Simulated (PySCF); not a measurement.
C6H6ClN.
SMILES with atom numbers: `[NH2:1][c:2]1[cH:3][cH:4][cH:5][c:6]([Cl:7])[cH:8]1` (hydrogens: H9, H10 on N1; H11 on C3; H12 on C4; H13 on C5; H14 on C8)

The same species was optimised twice, with GFN2-xTB and with PBE0-D3(BJ)/def2-SVP (PySCF), and the same property calculations (PySCF, gas phase) were run on both structures.

```json
{"coordinate": "C2–C3 (Å)", "GFN2-xTB": "1.397", "PBE0-D3(BJ)/def2-SVP": "1.407", "change": "+0.010"}
{"coordinate": "C3–C4 (Å)", "GFN2-xTB": "1.380", "PBE0-D3(BJ)/def2-SVP": "1.390", "change": "+0.010"}
{"coordinate": "C2–C8 (Å)", "GFN2-xTB": "1.396", "PBE0-D3(BJ)/def2-SVP": "1.405", "change": "+0.009"}
{"coordinate": "C6–C8 (Å)", "GFN2-xTB": "1.381", "PBE0-D3(BJ)/def2-SVP": "1.390", "change": "+0.009"}
{"coordinate": "C5–C6 (Å)", "GFN2-xTB": "1.385", "PBE0-D3(BJ)/def2-SVP": "1.393", "change": "+0.008"}
{"coordinate": "C4–C5 (Å)", "GFN2-xTB": "1.385", "PBE0-D3(BJ)/def2-SVP": "1.394", "change": "+0.009"}
{"coordinate": "C6–Cl7 (Å)", "GFN2-xTB": "1.731", "PBE0-D3(BJ)/def2-SVP": "1.736", "change": "+0.005"}
{"coordinate": "N1–C2 (Å)", "GFN2-xTB": "1.375", "PBE0-D3(BJ)/def2-SVP": "1.376", "change": "+0.001"}
{"coordinate": "C4–C5–C6 (°)", "GFN2-xTB": "118.4", "PBE0-D3(BJ)/def2-SVP": "117.8", "change": "-0.6"}
{"coordinate": "C3–C4–C5 (°)", "GFN2-xTB": "121.0", "PBE0-D3(BJ)/def2-SVP": "121.4", "change": "+0.4"}
{"coordinate": "C3–C2–C8 (°)", "GFN2-xTB": "118.9", "PBE0-D3(BJ)/def2-SVP": "118.4", "change": "-0.5"}
{"coordinate": "C5–C6–C8 (°)", "GFN2-xTB": "121.6", "PBE0-D3(BJ)/def2-SVP": "121.9", "change": "+0.3"}
{"coordinate": "N1–C2–C3 (°)", "GFN2-xTB": "120.8", "PBE0-D3(BJ)/def2-SVP": "121.0", "change": "+0.2"}
{"coordinate": "Cl7–C6–C8 (°)", "GFN2-xTB": "118.9", "PBE0-D3(BJ)/def2-SVP": "118.6", "change": "-0.3"}
{"coordinate": "C2–C8–C6 (°)", "GFN2-xTB": "119.7", "PBE0-D3(BJ)/def2-SVP": "120.0", "change": "+0.3"}
{"coordinate": "N1–C2–C8 (°)", "GFN2-xTB": "120.3", "PBE0-D3(BJ)/def2-SVP": "120.5", "change": "+0.2"}
```

Rotational constants: A = 3462, B = 1212, C = 898.0 MHz (GFN2-xTB) against A = 3417, B = 1201, C = 889.3 MHz (PBE0-D3(BJ)/def2-SVP).

On the GFN2-xTB structure: HOMO (eV) -6.16 [PBE0/pcSseg-1]; LUMO (eV) -0.31 [PBE0/pcSseg-1]; dipole (D) 3.16 [PBE0/pcSseg-1]; GIAO shielding of N1 (ppm) 190.9 [PBE0/pcSseg-1]; GIAO shielding of C2 (ppm) 33.9 [PBE0/pcSseg-1]; GIAO shielding of C3 (ppm) 72.6 [PBE0/pcSseg-1]; GIAO shielding of C4 (ppm) 50.9 [PBE0/pcSseg-1]; GIAO shielding of C5 (ppm) 64.6 [PBE0/pcSseg-1]; GIAO shielding of C6 (ppm) 39.9 [PBE0/pcSseg-1]; GIAO shielding of Cl7 (ppm) 714.4 [PBE0/pcSseg-1]; GIAO shielding of C8 (ppm) 69.8 [PBE0/pcSseg-1].

Q: What do these properties become on the PBE0-D3(BJ)/def2-SVP structure?

A: 
```
                                    property          level  on GFN2-xTB  on PBE0-D3(BJ)/def2-SVP  change
                                   HOMO (eV)  PBE0/pcSseg-1        -6.16                    -6.18   -0.02
                                   LUMO (eV)  PBE0/pcSseg-1        -0.31                    -0.36   -0.05
                                  dipole (D)  PBE0/pcSseg-1         3.16                     3.18   +0.02
energy, GFN2-xTB geometry as zero (kcal/mol)  PBE0/pcSseg-1          0.0                     -0.2    -0.2
                  GIAO shielding of N1 (ppm)  PBE0/pcSseg-1        190.9                    189.3    -1.6
                  GIAO shielding of C2 (ppm)  PBE0/pcSseg-1         33.9                     32.2    -1.7
                  GIAO shielding of C3 (ppm)  PBE0/pcSseg-1         72.6                     70.2    -2.4
                  GIAO shielding of C4 (ppm)  PBE0/pcSseg-1         50.9                     48.7    -2.2
                  GIAO shielding of C5 (ppm)  PBE0/pcSseg-1         64.6                     62.3    -2.3
                  GIAO shielding of C6 (ppm)  PBE0/pcSseg-1         39.9                     37.5    -2.4
                 GIAO shielding of Cl7 (ppm)  PBE0/pcSseg-1        714.4                    708.3    -6.1
                  GIAO shielding of C8 (ppm)  PBE0/pcSseg-1         69.8                     67.3    -2.5
```

The heavy atoms differ by 0.012 Å rms after alignment. Among bonds between heavy atoms C2–C3, C2–C8, C3–C4, C4–C5 and C6–C8 change most and about equally (+0.009 to +0.010 Å). Changes are differences of the printed values. Neither structure is proved a minimum here.

The values belong to the conformer `[NH2:1][c:2]1[cH:3][cH:4][cH:5][c:6]([Cl:7])[cH:8]1`: H–N1–C2–C3 21°, H–N1–C2–C3 162°.
